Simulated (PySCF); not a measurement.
BeF$_{2}$, charge +1, doublet, at a GFN2-xTB geometry (such geometries of metal compounds can be far from the true shape) (a state made from the parent by changing its charge; the spin is typed, not shown lowest); B3LYP/def2-SVP run with PySCF.

Input for PySCF:
```python
from pyscf import gto, scf, dft

mol = gto.M(
    atom='''
Be    0.00000000    0.00000000    0.00000000
F    -0.00000000   -0.00000000   -1.40271250
F     0.00000000    0.00000000    1.40271250
''',
    basis='def2-svp',
    charge=1,
    spin=1,
    verbose=4,
)

mf = dft.UKS(mol)
mf.xc = 'b3lyp'
mf.kernel()
mf.analyze()
```

The log (banner, timings and long lists left out):

```
PySCF version 2.14.0

[INPUT] verbose = 4
[INPUT] num. atoms = 3
[INPUT] num. electrons = 21
[INPUT] charge = 1
[INPUT] spin (= nelec alpha-beta = 2S) = 1
[INPUT] symmetry False subgroup None
[INPUT] Mole.unit = angstrom
[INPUT] Symbol           X                Y                Z      unit          X                Y                Z       unit  Magmom
[...]
nuclear repulsion = 42.4409394145272
number of shells = 17
number of NR pGTOs = 67
number of NR cGTOs = 37
basis = def2-svp
ecp = {}

******** <class 'pyscf.dft.uks.UKS'> ********
method = UKS
initial guess = minao
damping factor = 0
level_shift factor = 0
DIIS = <class 'pyscf.scf.diis.CDIIS'>
diis_start_cycle = 1
diis_space = 8
diis_damp = 0
SCF conv_tol = 1e-09
SCF conv_tol_grad = None
SCF max_cycles = 50
direct_scf = True
direct_scf_tol = 1e-13
number electrons alpha = 11  beta = 10
XC library pyscf.dft.libxc version 7.1.2
    S. Lehtola, C. Steigemann, M. J. T. Oliveira, and M. A. L. Marques,  SoftwareX 7, 1–5 (2018)
XC functionals = b3lyp
    P. J. Stephens, F. J. Devlin, C. F. Chabalowski, and M. J. Frisch,  J. Phys. Chem. 98, 11623 (1994)
radial grids:
    Treutler-Ahlrichs [JCP 102, 346 (1995); DOI:10.1063/1.469408] (M4) radial grids

becke partition: Becke, JCP 88, 2547 (1988); DOI:10.1063/1.454033
pruning grids: <function nwchem_prune>
grids dens level: 3
symmetrized grids: False
atomic radii adjust function: <function treutler_atomic_radii_adjust>
small_rho_cutoff = 0
Set gradient conv threshold to 3.16228e-05
tot grids = 42248
init E= -214.376933437893

cycle= 1 E= -213.855830013234  delta_E= 0.521  |g|= 0.216  |ddm|= 1.43
cycle= 2 E= -213.856549354525  delta_E= -0.000719  |g|= 0.256  |ddm|= 0.38
cycle= 3 E= -213.878518856903  delta_E= -0.022  |g|= 0.0272  |ddm|= 0.173
cycle= 4 E= -213.87879151155  delta_E= -0.000273  |g|= 0.00416  |ddm|= 0.0177
cycle= 5 E= -213.878805990427  delta_E= -1.45e-05  |g|= 0.000701  |ddm|= 0.00532
cycle= 6 E= -213.878806561423  delta_E= -5.71e-07  |g|= 0.000123  |ddm|= 0.00129
cycle= 7 E= -213.878806572675  delta_E= -1.13e-08  |g|= 1.79e-05  |ddm|= 0.000184
cycle= 8 E= -213.878806572873  delta_E= -1.98e-10  |g|= 3.88e-07  |ddm|= 2.29e-05
Extra cycle  E= -213.878806572873  delta_E=    0  |g|= 4.31e-07  |ddm|= 7.31e-07
converged SCF energy = -213.878806572873  <S^2> = 0.76146624  2S+1 = 2.0114336
**** SCF Summaries ****
Total Energy =                        -213.878806572873401
Nuclear Repulsion Energy =              42.440939414527215
[...]
Two-electron Energy =                  118.347860784311706
Two-electron Coulomb Energy =          141.794373033037346
DFT Exchange-Correlation Energy =      -23.446512248725647
**** MO energy ****
                             alpha | beta                alpha | beta
[...]
To work with the spin densities directly, `use mulliken_meta_spin()` only printing them here.

 ** Mulliken spin pop alpha/beta on meta-lowdin orthogonal AOs **
 ** Mulliken Spin Density (per AO)  **
spin_pop of  0 Be 1s       -0.00000
spin_pop of  0 Be 2s       -0.00897
spin_pop of  0 Be 3s       -0.00049
spin_pop of  0 Be 2px      -0.00396
spin_pop of  0 Be 2py      -0.02985
spin_pop of  0 Be 2pz      -0.00112
spin_pop of  0 Be 3px      -0.00020
spin_pop of  0 Be 3py      -0.00134
spin_pop of  0 Be 3pz      -0.00088
spin_pop of  1 F 1s       -0.00000
spin_pop of  1 F 2s        0.00245
spin_pop of  1 F 3s       -0.00022
spin_pop of  1 F 2px       0.00232
spin_pop of  1 F 2py       0.51578
spin_pop of  1 F 2pz       0.00362
spin_pop of  1 F 3px      -0.00000
spin_pop of  1 F 3py      -0.00043
spin_pop of  1 F 3pz      -0.00006
spin_pop of  1 F 3dxy      0.00000
spin_pop of  1 F 3dyz      0.00002
spin_pop of  1 F 3dz^2    -0.00011
spin_pop of  1 F 3dxz     -0.00002
spin_pop of  1 F 3dx2-y2    0.00005
spin_pop of  2 F 1s       -0.00000
spin_pop of  2 F 2s        0.00245
spin_pop of  2 F 3s       -0.00022
spin_pop of  2 F 2px       0.00232
spin_pop of  2 F 2py       0.51578
spin_pop of  2 F 2pz       0.00362
spin_pop of  2 F 3px      -0.00000
spin_pop of  2 F 3py      -0.00043
spin_pop of  2 F 3pz      -0.00006
spin_pop of  2 F 3dxy      0.00000
spin_pop of  2 F 3dyz      0.00002
spin_pop of  2 F 3dz^2    -0.00011
spin_pop of  2 F 3dxz     -0.00002
spin_pop of  2 F 3dx2-y2    0.00005
 ** Mulliken Spin Density (per atom)  **
spin density of  0 Be =     -0.04682
spin density of  1 F =      0.52341
spin density of  2 F =      0.52341
 ** Mulliken pop alpha/beta on meta-lowdin orthogonal AOs **
 ** Mulliken pop       alpha | beta **
[...]
In total            11.00000 | 10.00000
 ** Mulliken atomic charges   ( Nelec_alpha | Nelec_beta ) **
charge of  0Be =      1.57568  (     1.18875      1.23557 )
charge of  1F =     -0.28784  (     4.90562      4.38222 )
charge of  2F =     -0.28784  (     4.90562      4.38222 )

WARN: System has nonzero charge 1; the dipole moment is origin-dependent.
Location of origin: [0. 0. 0.]

Dipole moment(X, Y, Z, Debye):  0.00000, -0.00000, -0.00000
```
